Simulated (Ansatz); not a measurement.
Cost and result up the ladder for Cd₉S₈Cl₂ (19 atoms). Charge 0, multiplicity 1. Geometry: PBE-D4/def2-SVP.

```xyz
19

S    -4.709    0.438    0.013
S    -1.258    1.231    2.764
S     1.806   -3.172   -1.964
S     2.835   -0.617    1.823
S    -0.807   -0.560   -0.743
S    -1.380    3.703   -0.341
S     2.529    1.466   -2.277
S     2.315    3.688    0.835
Cd   -3.450   -1.408   -0.689
Cd   -0.496   -3.149   -0.856
Cd    0.208   -0.469    1.749
Cd   -2.579    1.598    0.415
Cd    0.098    3.059    1.778
Cd    2.486   -2.442    0.279
Cd    1.320   -0.648   -2.191
Cd    2.992    1.375    0.321
Cd    0.755    2.975   -1.293
Cl   -2.889   -3.786   -1.297
Cl    0.225   -3.281    1.674
```

Ansatz on 2 threads of AMD EPYC 7R13 on a shared host and a share (18 GiB) of an NVIDIA H100 80GB HBM3. Times are rough, and most runs start from the orbitals of an earlier one. PBE0-D4/def2-TZVP serves as the yardstick here, not as an exact answer. Differences are given only for rows in sets of like size (and for xTB, whose basis is part of the method), since another set adds its own error. Binding counts from free atoms at the same level (S triplet, Cd singlet, Cl doublet; other spins of the atoms weren't run), without zero-point energy or a counterpoise term.

In the def2 sets Cd takes a core potential; there is no spin–orbit coupling. Correlated methods freeze 50 core orbitals; core or outer-core shells of Cd are correlated, in sets that lack core-valence functions. The rows differ in basis, and correlated rows in double-zeta sets carry the largest basis error. Single mean-field runs in def2-SVP, def2-TZVP are fitted with def2-universal-jkfit.

Correlated methods converge slowly with the basis, most of all in double-zeta sets.

```csv
level,functions,wall time
PBE-D4/def2-SVP,459,5.5 s
PBE0-D4/def2-SVP,459,6 s
LDA (SPW92)/def2-TZVP,730,6 s
MP2/def2-SVP,459,6.5 s
r2SCAN-D4/def2-TZVP,730,6.5 s
PBE-D4/def2-TZVP (with forces),730,8.6 s
RPA@PBE/def2-SVP,459,9.5 s
r2SCANh-D4/def2-TZVP,730,9.5 s
PBE0-D4/def2-TZVP (with forces),730,12 s
B97M-V/def2-TZVP,730,14 s
```

Question: Estimate what each level gives for the binding energy per atom (eV).

Answer: 
| level | binding energy per atom (eV) | difference from PBE0-D4/def2-TZVP (eV) |
| --- | --- | --- |
| PBE-D4/def2-SVP | 2.33 | – |
| PBE0-D4/def2-SVP | 2.33 | – |
| LDA (SPW92)/def2-TZVP | 2.69 | 0.42 |
| MP2/def2-SVP | 2.19 | – |
| r2SCAN-D4/def2-TZVP | 2.31 | 0.04 |
| PBE-D4/def2-TZVP (with forces) | 2.26 | -0.01 |
| RPA@PBE/def2-SVP | 1.90 | – |
| r2SCANh-D4/def2-TZVP | 2.29 | 0.02 |
| PBE0-D4/def2-TZVP (with forces) | 2.27 | 0.00 |
| B97M-V/def2-TZVP | 2.22 | -0.05 |
